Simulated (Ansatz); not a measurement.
Basis sets compared for [SnF3]- (SnF₃⁻). Charge -1, multiplicity 1. Geometry PBE0-D4/def2-TZVPD. Ansatz on 4 threads of Arm Neoverse V1 on a shared host; times are rough, and most runs start from earlier orbitals.

```xyz
4

Sn    0.237    0.368   -0.652
F    -0.140    1.367    1.038
F     1.356   -1.039    0.221
F    -1.453   -0.697   -0.608
```

In the def2 sets Sn takes a core potential; there is no spin–orbit coupling.

| level | functions | energy (Eh) | HOMO (eV) | LUMO (eV) | wall time |
| --- | --- | --- | --- | --- | --- |
| PBE-D4/def2-SVPD | 101 | -513.5574 | -1.26 | 3.70 | 0.6 s |
| PBE0-D4/def2-SVPD | 101 | -513.5501 | -2.37 | 4.36 | 0.75 s |

(1) Estimate the rows for PBE-D4/def2-TZVPD, PBE0-D4/def2-TZVPD (with forces).

## Answers

(1) 
| level | functions | energy (Eh) | HOMO (eV) | LUMO (eV) | wall time |
| --- | --- | --- | --- | --- | --- |
| PBE-D4/def2-TZVPD | 176 | -513.9164 | -1.24 | 3.46 | 1.1 s |
| PBE0-D4/def2-TZVPD (with forces) | 176 | -513.9092 | -2.33 | 4.04 | 2 s |
